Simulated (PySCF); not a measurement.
These compounds are isomers of formula C$_{4}$H$_{14}$O$_{2}$Si$_{3}$.

A. `InChI=1S/C4H14O2Si3/c1-4(5)9(7,8)3-6-2/h3H2,1-2,7-8H3`
B. SMILES O([SiH2]OCC)/C([SiH3])=C\[SiH3]
C. SMILES C1C(OC[SiH3])(O[SiH3])C[SiH2]1

Spectrum 1. $^{1}$H NMR (500 MHz, computed): δ 3.63 (s, 3H), 3.47 (s, 6H), 3.45 (s, 2H), 2.67 (s, 3H). $^{13}$C{$^{1}$H} NMR (computed): δ 250.6 (C), 67.4 (CH2), 65.1 (CH3), 40.4 (CH3).

Spectrum 2. $^{1}$H NMR (500 MHz, computed): δ 4.77 (s, 3H), 4.38 (m, 1H), 4.24 (m, 1H), 4.00 (t, 3H), 3.49 (q, 2H), 2.05 (m, 2H), 1.86 (m, 2H). $^{13}$C{$^{1}$H} NMR (computed): δ 104.2 (C), 47.7 (CH2), 25.7 (CH2).

Spectrum 3. $^{1}$H NMR (500 MHz, computed): δ 5.77 (q, 1H), 5.30 (s, 2H), 4.28 (s, 3H), 4.16 (q, 2H), 4.13 (d, 3H), 1.35 (t, 3H). $^{13}$C{$^{1}$H} NMR (computed): δ 170.0 (C), 126.6 (CH), 61.0 (CH2), 20.7 (CH3).

[PySCF 2.14.0 with density-fitted response routines: σ from GIAO-PBE0/pcSseg-1; coordinates at the GFN2-xTB level; fast rotation and ring inversion assumed for equivalent nuclei; non-relativistic; single conformer; in vacuum]

Chemical shifts δ = σref − σ; TMS for $^{1}$H (σref 31.72) and $^{13}$C (σref 186.93), all at this level. Where no couplings were computed, multiplicities follow the n + 1 count of equivalent neighbours, and m marks all less simple cases (inequivalent or close neighbours, rings, F or P nearby). Shifts are as computed. Against solution values, carbons near 30 ppm lie about +3 ppm off and those near 130 ppm about +5 ppm. Of 1309 compounds with measured shifts, 239 miss one by over three times the rms of a fit or turn the order of signals round; such compounds aren't used in these exercises.

Match each spectrum to its structure.

Results:

1–A, 2–C, 3–B.

- Spectrum 1 (A): 4 $^{13}$C signals; δC 67.4 is an sp3 CH2 bonded to O and Si; δC 65.1 is a methyl carbon bonded to O.
- Spectrum 2 (C): 3 $^{13}$C signals; δC 104.2 is an sp3 carbon bearing two oxygens; δC 47.7 is an sp3 CH2 bonded to O and Si.
- Spectrum 3 (B): 4 $^{13}$C signals; δC 170.0 is an alkene carbon bearing oxygen; δC 61.0 is an sp3 CH2 bonded to O.
